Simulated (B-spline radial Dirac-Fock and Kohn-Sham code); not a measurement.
In³⁺: non-radiative channels of the M4 vacancy

System: the In³⁺ ion in the configuration [Kr] 4d10, inside a Watson sphere of charge -3 and radius 2.2 Å (a model of the Madelung potential; inside it an electron's potential energy is raised by 19.6 eV).

Method: independent-particle rates on relativistic LDA orbitals of the hole state (multipoles up to L = 3, Coulomb Auger matrix elements, transition energies from Dirac-Fock). Computed with a radial finite-basis atomic code. Kinetic energies are configuration averages from the vacuum level; the two-hole energies are estimated from single-hole states.

```
transition  kinetic energy (eV)  width (meV)  share (%)
   M4-N1N2                193.7         4.80        1.0
   M4-N1N3                200.5         4.74        1.0
   M4-N2N3                240.8         8.62        1.9
   M4-N3N3                247.2         3.63        0.8
   M4-N1N4                266.5         60.4       13.0
   M4-N1N5                267.5         9.77        2.1
   M4-N2N5                308.9         3.91        0.8
   M4-N2N4                309.9         45.4        9.8
   M4-N3N4                314.9          101       21.9
   M4-N3N5                316.8         3.91        0.8
   M4-N4N4                382.3         69.5       15.0
   M4-N4N5                383.0          144       31.0
   M4-N5N5                384.0         2.44        0.5
```

The listed channels hold 100 % of the non-radiative rate. Summed by principal shells, of 0.463 eV in all: MNN 100.0 %.
